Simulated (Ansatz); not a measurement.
Calculated with Ansatz (gas phase, PBE0-D4/def2-TZVP geometries, no zero-point term in ΔE). CBS: def2 TZ/QZ extrapolation, frozen cores. Functionals use def2-TZVPP. B3LYP here is the variant with VWN-RPA as its local correlation; programs differ in this. Open shells (•) are unrestricted, without spin–orbit coupling. Each species was taken in one conformer, which may not be the lowest.

Consider the homolysis of the B–O bond: `COB(O)Cl` → `CO[B]Cl`• + `[OH]`•.

`COB(O)Cl`:

Cartesian coordinates in Å:
```
C 1.289 -0.356 0.282
O 0.018 -0.480 -0.328
B -0.992 0.394 -0.133
O -2.183 0.216 -0.749
Cl -0.820 1.804 0.923
H 1.894 -1.196 -0.058
H 1.205 -0.388 1.370
H 1.772 0.579 -0.007
H -2.182 -0.572 -1.300
```

`CO[B]Cl`•:

Z-matrix (Å, degrees):
```
C
O 1 1.426
H 1 1.091 2 111.1
H 1 1.090 2 108.1 3 -120.8
H 1 1.090 2 108.1 3 120.8
B 2 1.318 1 126.7 3 -0.2
Cl 6 1.759 2 126.3 1 0.0
```

`[OH]`•:

Cartesian coordinates in Å:
```
O -0.175 -0.451 -0.052
H 0.175 0.451 0.052
```

```csv
level,ΔE (kJ/mol),difference from CCSD(T)/CBS
PBE-D4,621.1,-12.5
r2SCAN-D4,605.9,-27.7
PBE0-D4,615.2,-18.4
B3LYP-D4,611.7,-21.9
ωB97X-V,630.7,-2.9
ωB97M-V,639.3,5.7
B2PLYP,619.5,-14.1
PBE,616.9,-16.7
r2SCAN,604.8,-28.8
PBE0,611.7,-21.9
B3LYP,605.1,-28.5
HF/def2-TZVPP,484.2,-149.4
MP2/def2-TZVPP,652.7,19.1
SCS-MP2/def2-TZVPP,639.7,6.1
CCSD/def2-TZVPP,614.1,-19.5
CCSD(T)/def2-TZVPP,623.4,-10.2
HF/def2-QZVPP,483.7,-149.9
MP2/def2-QZVPP,658.9,25.3
SCS-MP2/def2-QZVPP,646.9,13.3
CCSD/def2-QZVPP,619.5,-14.1
CCSD(T)/def2-QZVPP,629.1,-4.5
HF/CBS(def2),483.6,-150.0
MP2/CBS(def2),663.8,30.2
CCSD/CBS(def2),623.7,-9.9
CCSD(T)/CBS,633.6,0
```

Largest T1 diagnostic among the species: 0.014.

The D4 term adds +6.6 kJ/mol with B3LYP and +3.5 kJ/mol with PBE0; it sums over pairs of atoms, weighted by their polarisabilities, and B3LYP, whose exchange is more repulsive, gets the larger term. From PBE to PBE0 (25 % exact exchange), in def2-TZVPP and without D4, ΔE moves by −5.3 kJ/mol: exact exchange takes away binding that semilocal exchange gives to molecules.
